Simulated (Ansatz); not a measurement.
Relaxation of CCl$_{2}$Si (4 atoms, charge 0, multiplicity 1), to a largest force component of 0.02 eV/Å in at most 40 steps.

These are results of RKS LDA/def2-SVP (Ansatz), not measurements.

```xyz
4
Properties=species:S:1:pos:R:3:forces:R:3
Cl 1.661 -0.250 1.767 -0.65 -0.60 -0.58
C 0.479 -0.703 0.612 0.03 0.76 -0.09
Si -0.409 0.289 -0.472 1.57 0.25 1.59
Cl -1.731 0.664 -1.906 -0.95 -0.40 -0.92
```

Task: Where does it end, and by what steps?

Result: The run converged. After 7 steps the energy has fallen by 0.672 eV; Si3 moved furthest, 0.57 Å.

| step | energy less start (eV) | largest force component (eV/Å) | accepted |
| --- | --- | --- | --- |
| 0 | 0.0000 | 1.591 | yes |
| 1 | -0.3258 | 0.835 | yes |
| 2 | -0.5210 | 0.778 | yes |
| 3 | -0.6439 | 0.668 | yes |
| 4 | -0.6638 | 0.481 | yes |
| 5 | -0.6672 | 0.148 | yes |
| 6 | -0.6712 | 0.074 | yes |
| 7 | -0.6722 | 0.005 | yes |

```xyz
4
Properties=species:S:1:pos:R:3
Cl 1.534 -0.695 1.707
C 0.462 -0.326 0.532
Si -0.295 0.847 -0.444
Cl -1.701 0.174 -1.795
```

The run took 6.6 s on 1 thread of Arm Neoverse V1, with other jobs on the host, peak memory 0.1 GiB.
